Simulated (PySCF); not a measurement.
Task: What does the GFN2-xTB structure of InChI=1S/H9NSi3/c2-1(3)4/h2-4H3 look like in three dimensions?

Result: 
```
atom  x, y, z in Å
Si1    0.2906    1.6502    0.5486
N2     0.0274    0.0360   -0.0579
Si3   -1.6019   -0.5075   -0.3616
Si4    1.3152   -1.1364    0.0429
H5    -0.6721    2.5316   -0.1087
H6     0.1012    1.6894    2.0035
H7     1.6606    2.0302    0.2102
H8    -2.3484    0.6195   -0.9165
H9    -1.5289   -1.6065   -1.3219
H10   -2.2301   -0.9659    0.8830
H11    1.3556   -1.7398    1.3801
H12    1.0573   -2.1622   -0.9652
H13    2.5691   -0.4383   -0.2327
```

Orientation and origin are arbitrary. Atoms count from 1 in this order. All 3 N–Si bonds measure 1.744 Å. Si1 (SiH3 silicon) is tetrahedral (angles from 107.6° to 110.9°). N2 (nitrogen bridging silicon atoms) is almost planar (angles 119.4°, 119.4° and 119.3°, sum 358.1°, 0.14 Å off the plane of its three neighbours).

Bonds between heavy atoms (Å): Si1–N2 1.744, N2–Si3 1.744, N2–Si4 1.744.

Computed geometry: GFN2-xTB, gas phase.

Point group: C3v (tolerance 0.08 Å). No GFN2-xTB frequencies stand behind this structure, so it isn't proved a minimum.
